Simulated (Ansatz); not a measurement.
Saddle point of SiN2H10O2, singlet (SiN₂H₆ ([NH2][SiH2][NH2]) + H₂O + H₂O → SiNH₅O ([NH2][SiH2][OH]) + H₂O + NH₃; bonds formed: Si1–O7, N2–H8, H6–O9; bonds broken: Si1–N2, H6–O7, H8–O9), PBE0-D4/def2-TZVP structure:

```tsv
atom	x (Å)	y (Å)	z (Å)
Si1	-0.7343	0.1946	-0.6361
N2	0.3333	-1.2819	-0.2679
H3	-1.4098	-0.4882	-1.8212
H4	-1.8697	0.1800	0.3270
N5	-0.1323	1.5066	-1.5717
H6	0.4470	0.1995	1.6436
O7	0.2355	1.0390	0.8826
H8	0.5015	-1.3221	0.9817
O9	0.7016	-0.9353	2.1390
H10	-0.0805	-2.1128	-0.6761
H11	1.2478	-1.1757	-0.6983
H12	0.1046	2.4013	-1.1771
H13	-0.4480	1.5830	-2.5239
H14	1.0793	1.4321	0.6430
H15	0.0239	-1.2202	2.7554
```

Energies are electronic, without zero-point energy. Barriers and step energies count from the start structure reached by relaxing down the imaginary mode; all methods use the PBE0-D4 structures, on which another method's saddle can fall below an end. Computed with Ansatz 0.2.0 (basis: def2-TZVPP, with def2-QZVPP for the basis limit); correlated methods freeze the cores. B3LYP uses VWN-RPA correlation. Extrapolation: Hartree–Fock as exp(−7.88 √X), correlation as X^−2.97.

```tsv
method	barrier (kJ/mol)	step energy (kJ/mol)
SPW92	16.6	-21.0
PBE-D4	62.5	-13.3
BLYP-D4	81.7	-9.7
r2SCAN-D4	?	-20.0
B97M-V	86.9	-21.8
PBE0-D4	74.2	-15.0
B3LYP-D4	89.3	-11.2
r2SCAN0-D4	73.9	-20.0
BHLYP-D4	103.9	-14.1
CAM-B3LYP-D4	85.8	-13.5
wB97X-V	83.8	-18.8
wB97M-V	83.0	-21.8
B2PLYP	?	-13.8
PBE-QIDH	79.8	-18.9
RPA on PBE	84.3	-20.1
HF	?	-8.4
MP2	79.0	-19.3
CCSD	98.1	-18.2
CCSD(T)	87.1	-19.3
```

Task: Fill in the withheld barriers. (Judge from chemistry; the value comes from the calculation.)

Result: By the calculation: r2SCAN-D4 63.4; B2PLYP 91.6; HF 159.2 kJ/mol. Each is the energy of the saddle less that of the start structure, by the same method.

For comparison, the barrier by CCSD(T) at an estimated basis limit (MP2 extrapolated from triple and quadruple zeta, plus CCSD(T) − MP2 in triple zeta) is 89.9 kJ/mol.

The T1 diagnostic stays at or below 0.011.

The step is the kind of ligand exchange by which a precursor binds to a hydroxyl group, or is hydrolysed, in atomic layer deposition of oxides.

Labels in which every atom is bracketed show which atoms are joined, not bond orders.

For scale, one of the runs: CCSD(T)/def2-TZVPP, 306 basis functions, launched by `ansatz run in.yaml --threads 8 --pin off --events-out ev --progress --plain --max-ram 19148MiB`. Time: 4.9 min of wall clock on 8 CPU threads of an Intel Xeon; the host was shared. Peak host memory: 11 GiB.
